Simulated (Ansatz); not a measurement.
Mulliken charges of Cl2HO2V, SMILES `[O]=[V]([OH])([Cl])[Cl]` from r2SCAN/def2-TZVPP in Ansatz (PBE0-D4/def2-TZVP geometry).

```
atom   x (Å)   y (Å)   z (Å)  charge (e)
  O1  -1.256   0.098   1.021      -0.403
  V2  -0.268   0.118  -0.166       1.033
  O3   1.259  -0.503   0.381      -0.410
 Cl4  -1.054  -1.120  -1.730      -0.230
 Cl5  -0.048   2.141  -0.838      -0.230
  H6   1.409  -0.797   1.286       0.241
```

Task: By hand: the dipole of these point charges (1 e Å = 4.8032 D).

Result: Σ q r = (0.306, -0.138, 0.161) e Å, of length 0.372 e Å = 1.79 D.

Task: How does the dipole of the full density compare? (An estimate is asked.)

Result: Computed: (0.296, -0.176, 0.310) e Å, 2.23 D; the point charges give 0.80 times that, at 17° from its direction.

Point charges leave out the atoms' own dipoles, such as those of lone pairs, and Mulliken's split depends on the basis, so the two needn't agree.
